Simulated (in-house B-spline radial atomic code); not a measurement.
Ionising In V (In4+) with different functionals

Computed with a B-spline radial code for spherical atoms: non-relativistic Hamiltonian, point nucleus, spin-polarised at highest spin, spherical fractional occupations for the functionals, and exact exchange of hybrids averaged over the configuration. The ionisation energy is the difference of two self-consistent energies, [Kr] 4d9 → [Kr] 4d8, without Breit or QED terms; ε is the level of the shell that loses the electron (its least bound occupied spin orbital). There is no spin-orbit coupling in this Hamiltonian.

```
   method                    rung  ΔSCF (eV)  -ε(4d) (eV)
     PBE0           global hybrid      74.26        67.99
    B3LYP           global hybrid          ?            ?
    TPSSh           global hybrid      74.21        66.38
   M06-2X           global hybrid          ?            ?
BHandHLYP           global hybrid      74.06        70.44
  r2SCAN0           global hybrid      74.42        68.23
    B97-1           global hybrid      74.22        67.51
    HSE06  range-separated hybrid      74.23        67.55
    wB97X  range-separated hybrid      74.05        70.38
CAM-B3LYP  range-separated hybrid      74.24        69.47
  LC-wPBE  range-separated hybrid      74.23        70.69
```

Task: What does M06-2X give?

Result: ΔSCF 74.13 eV, and -ε(4d) = 70.84 eV.

Task: What does B3LYP give?

Result: ΔSCF 74.30 eV, and -ε(4d) = 67.51 eV.

Task: Among the functionals, which spreads more, the ΔSCF values or the orbital energies?

Result: The orbital energies: ΔSCF values span about 0.37 eV and the orbital energies 4.46 eV; here energy differences depend much less on the functional than eigenvalues do.

Task: How do they compare with the NIST value?

Result: NIST lists 69 eV ± 1.2 (semi-empirical, ground level to ground level). Errors run from +4.75 to +5.12 eV. The correlated functionals all miss on the same side by more than they spread, so the cause is common to them (relativity, Breit-QED terms, multiplet and fine-structure energies, or a listed next ion that isn't the cheapest removal here) and closeness doesn't rank the functionals.
